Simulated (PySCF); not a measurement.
HSn, neutral, multiplicity 2. Atoms are numbered in the order given.

```xyz
2

Sn     0.0000     0.0000    -0.0350
H      0.0000     0.0000     1.7512
```
Charge 0, spin multiplicity 2.

Geometry optimised at B3LYP-D3(BJ)/def2-TZVPD. The def2 effective core potentials stand for the cores of Sn; spin–orbit coupling is left out.

Calculation: ωB97X/def2-TZVPD (PySCF).

Mulliken values depend strongly on the basis, most of all with diffuse functions as here. ESP charges are fitted to the potential on shells at 1.4 to 2.0 van der Waals radii. Atomic charges (e):

| atom | Mulliken | ESP fit | Mulliken spin |
|---|---|---|---|
| Sn1 | 0.13 | ___ | 1.01 |
| H2 | -0.13 | ___ | -0.01 |

Question: What belongs in the gaps? (The exact figures need the calculation; the answer reports its results.)

Answer: 
- Sn1, ESP fit: 0.10
- H2, ESP fit: -0.10
